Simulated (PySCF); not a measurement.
**Spin states of CsN**

Unrestricted PBE0; PySCF, scalar-relativistic core potentials, basis sets Cs def2-TZVP with ECP46, N def2-TZVP. Outer shells of the fragments: Cs 6s1; N 2s2 2p3.

Followed along the bond (rough minima from three points):

```json
{"2Ms+1": "3", "unpaired": "σ ↑, π ↑", "⟨S²⟩ at the start": "2.02", "R at minimum (Å)": "2.53", "Te (eV)": "0.00"}
{"2Ms+1": "3", "unpaired": "π ↑↑", "⟨S²⟩ at the start": "2.06", "R at minimum (Å)": "2.75", "Te (eV)": "0.04"}
{"2Ms+1": "1", "unpaired": "σ ↓, π ↑", "⟨S²⟩ at the start": "1.00", "R at minimum (Å)": "2.52", "Te (eV)": "0.51"}
{"2Ms+1": "1", "unpaired": "π ↑↓", "⟨S²⟩ at the start": "1.00", "R at minimum (Å)": "2.73", "Te (eV)": "0.56"}
{"2Ms+1": "5", "unpaired": "σ ↑↑, π ↑↑", "⟨S²⟩ at the start": "6.00", "R at minimum (Å)": "none in the scan", "Te (eV)": "≤ 1.27"}
```

Solutions found at the starting distance of 2.860 Å, counted from the lowest of them; the search is not exhaustive and high or unbound solutions are not listed, so other states can lie among these:

```csv
2Ms+1,unpaired,term,E (eV),⟨S²⟩,⟨Lz²⟩,μ (D)
3,π ↑↑,³Σ⁻,0.00,2.06,0.00,-8.28
3,"σ ↑, π ↑",³Π,0.15,2.02,1.02,-10.05
1,π ↑↓,mixed,0.54,1.00,2.01,-9.09
1,"σ ↓, π ↑",mixed,0.67,1.00,1.03,-10.09
5,"σ ↑↑, π ↑↑",⁵Σ⁻,1.32,6.00,0.00,1.30
1,none,mixed,2.10,0.00,2.00,-9.29
```

A term symbol is given only where ⟨S²⟩ and ⟨Lz²⟩ are close to those of a pure state; real π, δ and φ orbitals otherwise mix terms. A positive dipole means Cs(−)N(+).

**Question.** Compare the gap between the two lowest followed solutions at the starting distance with the gap between their minima.

**Answer.** At PBE0 the second solution (triplet, unpaired electrons π ↑↑) lies -0.15 eV from the first (triplet, unpaired electrons σ ↑, π ↑) at 2.860 Å and +0.04 eV at the minima; the two curves relax by different amounts, since their minima lie near 2.75 and 2.53 Å. A gap this small is a tie at this level.

Spin–orbit coupling is left out. Counting both spins, an empty level lies below a filled one in some of these solutions, because spin and occupation are held.
